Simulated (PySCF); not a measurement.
**Be: excitation energy**

Be [He] 2s2 (1S) → Be [He] 2s1 2p1 (3P), as a difference of total energies. All numbers are calculated (PySCF 2.14, no relativity, point nucleus, in aug-cc-pCVTZ (7s6p4d2f, 59 functions)). Correlated levels: valence and next inner shell: nothing frozen. The calculations carry no spin-orbit coupling.

| method | excitation energy (eV) | error (eV) |
| --- | --- | --- |
| UHF | 1.618 | -1.107 |
| MP2 (valence and next inner shell) | 2.342 | -0.383 |
| SCS-MP2 (valence and next inner shell) | 2.550 | -0.175 |
| CCSD (valence and next inner shell) | 2.722 | -0.003 |
| CCSD(T) (valence and next inner shell) | 2.732 | +0.007 |

Reference: 2.725 eV (measured; NIST levels, between the centres of gravity of the two terms).

Errors of the correlated levels include the incompleteness of this basis.
